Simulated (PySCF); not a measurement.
## [Nd(O2)]+ relaxed at several levels

Computed with PySCF 2.14.0, def2-SVP on the ligands, density fitting, scalar-relativistic core potentials, no spin-orbit coupling, vacuum. Each row is relaxed at its own level from the same template. Distances are means of the shortest metal–ligand contacts, charges and spins Mulliken's. lcecp potentials hold a fixed number of 4f electrons in the core, out of states, spins and gaps.

| level | basis on the metal | point group | M–O2 (Å) | charge on M (e) | strongest infrared band, degenerate modes summed (cm⁻¹) | unstable modes (below −25 cm⁻¹) |
| --- | --- | --- | --- | --- | --- | --- |
| B3LYP | lcecp-1-SVP with ECP49 | C2v | 2.026 | 1.39 | 870 | 0 |

Task: What does the calculation give for BP86, lcecp-1-SVP with ECP49?

Result: point group: C2v, M–O2 (Å): 2.036, charge on M (e): 1.32, strongest infrared band, degenerate modes summed (cm⁻¹): 847, unstable modes (below −25 cm⁻¹): 0.
```xyz
3

Nd    0.0000    0.0000   -0.2264
O     0.7490    0.0000    1.6673
O    -0.7490    0.0000    1.6673
```

One start shape was tried for each, so a minimum needn't be the lowest isomer.
